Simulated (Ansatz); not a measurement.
Consider the ligand exchange at a B–Se bond: `C[Se]B(O)O` + `CC(C)[TeH]` → `CC(C)[Te]B(O)O` + `C[SeH]`.

Gas-phase electronic energies from Ansatz, PBE0-D4/def2-TZVP geometries. CCSD(T)/CBS adds triple-zeta CCSD(T) − MP2 to the extrapolated MP2 energy (def2 sets, frozen cores). DFT in def2-TZVPP. def2 core potentials past Kr. For Se, Te outer-core shells are correlated without core-valence functions, which leaves a few kJ/mol of doubt a bond. Scalar relativity is left out up to krypton. Each species was taken in one conformer, which may not be the lowest.

Is it downhill or uphill in electronic energy at CCSD(T)/CBS, and by how much? (An estimate is asked.)

The calculation gave: Uphill: ΔE = +3.2 kcal/mol.

What do these levels give: PBE0-D4, B2PLYP, HF/def2-TZVPP, SCS-MP2/def2-TZVPP, CCSD(T)/def2-TZVPP, SCS-MP2/def2-QZVPP? (An estimate is asked.)

The calculation gave: PBE0-D4 3.5, B2PLYP 3.7, HF/def2-TZVPP 5.0, SCS-MP2/def2-TZVPP 3.3, CCSD(T)/def2-TZVPP 3.5, SCS-MP2/def2-QZVPP 3.1 kcal/mol.

Largest T1 diagnostic among the species: 0.011.

In def2-TZVPP, CCSD(T) changes the Hartree–Fock value by −1.5 kcal/mol (the triples alone add −0.4 kcal/mol) and MP2 by −2.1 kcal/mol.
